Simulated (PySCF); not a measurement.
# Electric field gradients and quadrupole coupling constants

Compound: C3H6F2O2.
SMILES with atom numbers: `[CH3:1][O:2][CH2:3][O:4][CH:5]([F:6])[F:7]` (hydrogens: H8, H9, H10 on C1; H11, H12 on C3; H13 on C5)

Cartesian coordinates in Å at the GFN2-xTB level; atoms count from 1:
```
atom  x, y, z in Å
C1    -1.869    0.190   -0.172
O2    -0.794   -0.533   -0.752
C3     0.112   -1.026    0.162
O4     0.883   -0.003    0.783
C5     1.670    0.696   -0.068
F6     1.979    1.871    0.495
F7     2.851    0.058   -0.281
H8    -2.458   -0.460    0.482
H9    -1.505    1.045    0.402
H10   -2.481    0.534   -1.003
H11    0.767   -1.717   -0.382
H12   -0.372   -1.537    1.005
H13    1.212    0.881   -1.057
```

Field gradients from the B3LYP/pcJ-1 density (PySCF, non-relativistic), principal values in atomic units, ordered |Vxx| ≤ |Vyy| ≤ |Vzz|:

```csv
atom,Vxx,Vyy,Vzz
O2,-0.1356,-1.7920,1.9276
O4,-0.1456,-1.6833,1.8288
```

**Question.** Find the asymmetry η = (Vxx − Vyy)/Vzz and the couplings χ = eQV/h (234.96 MHz × Q in barn × V in au), with Q(17O) = −0.0256 b.

**Answer.** 
| atom | environment | nucleus | η | χzz (MHz) | χxx (MHz) | χyy (MHz) |
| --- | --- | --- | --- | --- | --- | --- |
| O2 | ether oxygen | 17O | 0.86 | -11.59 | 0.82 | 10.78 |
| O4 | ether oxygen | 17O | 0.84 | -11.00 | 0.88 | 10.12 |

The tensor is traceless: Vxx + Vyy + Vzz = 0.

**Question.** What is Vzz at O4 in SI units (1 au = 9.71736 × 10²¹ V/m²)?

**Answer.** 1.8288 au = 17.771 × 10²¹ V/m².

**Question.** What couplings would deuterons (Q(2H) = 0.00286 b) have in place of the hydrogens, at this geometry?

**Answer.** 
```
atom  bonded to  bond length (Å)  Vzz (au)     η  χzz (kHz)
  H8         C1            1.094    0.2841  0.10        191
  H9         C1            1.093    0.2818  0.09        189
 H10         C1            1.087    0.2965  0.07        199
 H11         C3            1.097    0.2687  0.04        181
 H12         C3            1.098    0.2681  0.05        180
 H13         C5            1.106    0.2427  0.02        163
```

One conformer (not necessarily the lowest) at the GFN2-xTB geometry, without solvent, vibrations or thermal averaging. GFN2-xTB bond lengths can be off by several hundredths of an ångström, more for odd bonds, and the gradients follow them. The small basis limits the accuracy of the gradients.

The run behind these numbers computed spin–spin couplings as well. Time: 41 s; peak memory 0.95 GiB. Hardware: Intel Xeon Platinum 8375C at 2.90 GHz, one thread, shared host with 128 logical CPUs at a one-minute load of 50.
